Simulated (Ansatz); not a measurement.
Two isomers of C2H6BFO: A = `COCBF`, B = `CBC(O)F`.

Program: Ansatz. Geometries: PBE0-D4/def2-TZVP. ΔE: electronic, gas phase. CBS: MP2 limit from def2 TZ/QZ plus the TZ coupled-cluster correction, frozen cores. DFT in def2-TZVPP. B3LYP here is the variant with VWN-RPA as its local correlation; programs differ in this. Each species was taken in one conformer, which may not be the lowest.

A:

Z-matrix (Å, degrees):
```
C
O 1 1.400
H 1 1.090 2 107.7
H 1 1.100 2 111.4 3 119.4
H 1 1.100 2 112.0 3 -119.4
C 2 1.410 1 112.1 3 178.4
B 6 1.568 2 115.3 1 -74.3
H 6 1.100 2 106.8 1 166.9
H 6 1.105 2 111.3 1 53.1
F 7 1.325 6 118.1 2 179.7
H 7 1.199 6 124.5 2 -2.5
```

B:

```xyz
11

C     0.340   -0.947   -1.350
B    -0.482    0.027   -0.472
C     0.046    0.537    0.940
O    -0.990    0.664    1.833
F     0.594    1.805    0.641
H     0.992   -0.288   -1.949
H     1.006   -1.616   -0.801
H    -0.251   -1.512   -2.072
H    -1.500    0.525   -0.855
H     0.884   -0.025    1.373
H    -0.640    0.830    2.714
```

Q: Which is lower in electronic energy at CCSD(T)/CBS, and by how much? (Best estimate.)

A: Computed: A, by 26.1 kcal/mol.

Q: Give E(B) − E(A) in kcal/mol with HF/def2-TZVPP, B2PLYP, ωB97M-V, r2SCAN-D4, CCSD/def2-TZVPP, PBE-D4, B3LYP. (Best estimate.)

A: Ansatz gave: HF/def2-TZVPP 28.3, B2PLYP 26.5, ωB97M-V 25.4, r2SCAN-D4 24.8, CCSD/def2-TZVPP 26.9, PBE-D4 23.8, B3LYP 25.9. None reverses the order clearly.

Largest T1 diagnostic: 0.012.

From PBE to PBE0 (25 % exact exchange), in def2-TZVPP and without D4, E(B) − E(A) moves by +1.1 kcal/mol. In def2-TZVPP, CCSD(T) changes the Hartree–Fock value by −1.6 kcal/mol (the triples alone add −0.2 kcal/mol) and MP2 by −1.1 kcal/mol.
